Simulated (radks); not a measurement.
Results of a calculation; reference values are marked as such.
Exchange energies: the exact (Fock) value of the Kohn-Sham orbitals and density-functional approximations, as 100 (|E| - |E exact|)/|E exact|, negative where the magnitude is too small. Species: Bi54+ [Ar] 3d10 4s1; Xe3+ [Kr] 4d10 5s2 5p3; Ge3+ [Ar] 3d10 4s1; V12+ [Ne] 3s1. Level of theory: non-relativistic Kohn-Sham, r2SCAN, spin-polarised, spherical densities, point nucleus; meta-GGA in the generalised Kohn-Sham scheme (a radial shooting solver on a logarithmic mesh with Libxc functionals). Every spin shell is full or empty, so the densities are truly spherical. Functionals are evaluated on that one density, not self-consistently.

| functional | Bi54+ | Xe3+ | Ge3+ | V12+ |
|---|---|---|---|---|
| exact (hartree) | -253.200 | -178.183 | -76.6647 | -35.8084 |
| LDA | -5.25 | -4.75 | -5.74 | -8.13 |
| PBEsol | -2.50 | -2.24 | -2.53 | -3.65 |
| PW86 | -0.42 | -0.24 | +0.22 | +0.24 |
| SOGGA | -2.53 | -2.25 | -2.55 | -3.70 |
| EV93 | -0.23 | -0.35 | +0.28 | +1.05 |
| revTPSS | -1.12 | -0.95 | -0.66 | -0.65 |
| SCAN | +0.03 | +0.14 | +0.31 | +0.22 |
| MS2 | -0.80 | -0.62 | -0.29 | -0.07 |
| TASK | -2.05 | -2.21 | -2.44 | -2.74 |
| MVS | -0.11 | +0.06 | +0.11 | -0.34 |
